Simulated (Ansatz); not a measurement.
Born–Oppenheimer molecular dynamics of Cl2FHSi (5 atoms, charge 0, multiplicity 1). It starts from a relaxed structure.

All numbers below come from RHF/def2-SVP in Ansatz.

```yaml
ensemble: NVT, Nosé–Hoover chain
time_step: 1 fs
steps_asked: 500
set_temperature: 50 K
thermostat: time constant 20 fs, chain length 3
seed: 537723
```

First frame:

```xyz
5
Properties=species:S:1:pos:R:3
Si 0.018 -0.030 0.003
H 0.004 -0.006 1.458
Cl 1.930 0.002 -0.699
F -0.729 1.263 -0.550
Cl -0.967 -1.670 -0.700
```

(1) How far do the bonds stretch over the last three quarters of this one trajectory? (Pairs bonded in most of those frames.)

Results:

(1) 
```tsv
bond	mean (Å)	spread (Å)	shortest	longest
Si1–H2	1.456	0.018	1.42	1.49
Si1–Cl3	2.038	0.011	2.01	2.06
Si1–F4	1.593	0.016	1.56	1.62
Si1–Cl5	2.038	0.011	2.02	2.07
```

Mean temperature of the second half: 45 K. The conserved energy stayed within 0.16 meV per atom of its start (net change 0.023 meV per atom), so the integration is sound. The mean temperature of the second half is 10 % below the set value. A run of 0.5 ps of so small a system gives no equilibrium averages.

Run time: 4 min on 2 threads of Arm Neoverse V1, with other jobs on the host, peak memory 0.12 GiB.
